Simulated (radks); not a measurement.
All-electron atom: Pt II in [Xe] 4f14 5d9. Method: scalar-relativistic Kohn-Sham, r2SCAN, spin-polarised, spherical densities, finite nucleus; open shells are filled with parallel spins first (spin-orbit coupling, left out, can overturn this in heavy ions); meta-GGA in the generalised Kohn-Sham scheme; Fermi nuclear charge, rms radius 5.427 fm; computed with a radial shooting solver on a logarithmic mesh with Libxc functionals.

Normalised radial functions P(r) = r R(r), r in bohr:

| r | 4f down | 5d up | 6s up |
|---|---|---|---|
| 0.00185 | 0.0000 | 0.0000 | 0.0396 |
| 0.002154 | 0.0000 | 0.0001 | 0.0436 |
| 0.002507 | 0.0000 | 0.0001 | 0.0477 |
| 0.002919 | 0.0000 | 0.0001 | 0.0520 |
| 0.003398 | 0.0000 | 0.0002 | 0.0562 |
| 0.003956 | 0.0000 | 0.0003 | 0.0602 |
| 0.004605 | 0.0000 | 0.0004 | 0.0638 |
| 0.005361 | 0.0000 | 0.0006 | 0.0667 |
| 0.006241 | 0.0000 | 0.0010 | 0.0686 |
| 0.007208 | 0.0000 | 0.0014 | 0.0691 |
| 0.008391 | 0.0001 | 0.0021 | 0.0678 |
| 0.009769 | 0.0001 | 0.0031 | 0.0641 |
| 0.01137 | 0.0002 | 0.0047 | 0.0576 |
| 0.01324 | 0.0003 | 0.0069 | 0.0476 |
| 0.01541 | 0.0006 | 0.0101 | 0.0338 |
| 0.01794 | 0.0010 | 0.0147 | 0.0162 |
| 0.02089 | 0.0018 | 0.0211 | -0.0051 |
| 0.02432 | 0.0030 | 0.0301 | -0.0291 |
| 0.02831 | 0.0051 | 0.0423 | -0.0542 |
| 0.03296 | 0.0086 | 0.0585 | -0.0779 |
| 0.03806 | 0.0138 | 0.0783 | -0.0958 |
| 0.04431 | 0.0226 | 0.1042 | -0.1062 |
| 0.05158 | 0.0363 | 0.1353 | -0.1037 |
| 0.06005 | 0.0575 | 0.1704 | -0.0849 |
| 0.06991 | 0.0893 | 0.2069 | -0.0487 |
| 0.08138 | 0.1357 | 0.2403 | 0.0024 |
| 0.09474 | 0.2013 | 0.2639 | 0.0609 |
| 0.1103 | 0.2906 | 0.2693 | 0.1147 |
| 0.1284 | 0.4071 | 0.2474 | 0.1483 |
| 0.1495 | 0.5516 | 0.1909 | 0.1469 |
| 0.1726 | 0.7110 | 0.1031 | 0.1059 |
| 0.201 | 0.8945 | -0.0202 | 0.0243 |
| 0.234 | 1.0786 | -0.1597 | -0.0785 |
| 0.2724 | 1.2431 | -0.2900 | -0.1710 |
| 0.3171 | 1.3661 | -0.3804 | -0.2180 |
| 0.3691 | 1.4259 | -0.4020 | -0.1937 |
| 0.4297 | 1.4099 | -0.3379 | -0.0947 |
| 0.5003 | 1.3189 | -0.1893 | 0.0547 |
| 0.5824 | 1.1666 | 0.0235 | 0.2094 |
| 0.678 | 0.9745 | 0.2676 | 0.3182 |
| 0.7893 | 0.7671 | 0.5033 | 0.3406 |
| 0.9116 | 0.5775 | 0.6851 | 0.2673 |
| 1.061 | 0.4016 | 0.8094 | 0.1026 |
| 1.235 | 0.2602 | 0.8559 | -0.1168 |
| 1.438 | 0.1562 | 0.8308 | -0.3436 |
| 1.674 | 0.0863 | 0.7506 | -0.5337 |
| 1.949 | 0.0435 | 0.6360 | -0.6566 |
| 2.269 | 0.0198 | 0.5070 | -0.7001 |
| 2.642 | 0.0080 | 0.3797 | -0.6682 |
| 3.075 | 0.0028 | 0.2658 | -0.5773 |
| 3.58 | 0.0008 | 0.1724 | -0.4520 |
| 4.135 | 0.0002 | 0.1055 | -0.3257 |
| 4.814 | 0.0000 | 0.0569 | -0.2065 |
| 5.604 | 0.0000 | 0.0273 | -0.1156 |
| 6.524 | 0.0000 | 0.0114 | -0.0564 |
| 7.595 | 0.0000 | 0.0041 | -0.0236 |
| 8.841 | 0.0000 | 0.0012 | -0.0083 |

4f down: eigenvalue -78.858 eV, 0 radial nodes, <r> = 0.516 bohr, 90 % of the charge inside 0.832 bohr. 5d up: eigenvalue -14.757 eV, 2 radial nodes at r = 0.196, 0.574 bohr, <r> = 1.63 bohr, 90 % of the charge inside 2.55 bohr. 6s up (empty): eigenvalue -12.726 eV, 5 radial nodes at r = 0.0202, 0.0809, 0.209, 0.475, 1.14 bohr, <r> = 2.68 bohr, 90 % of the charge inside 3.94 bohr.
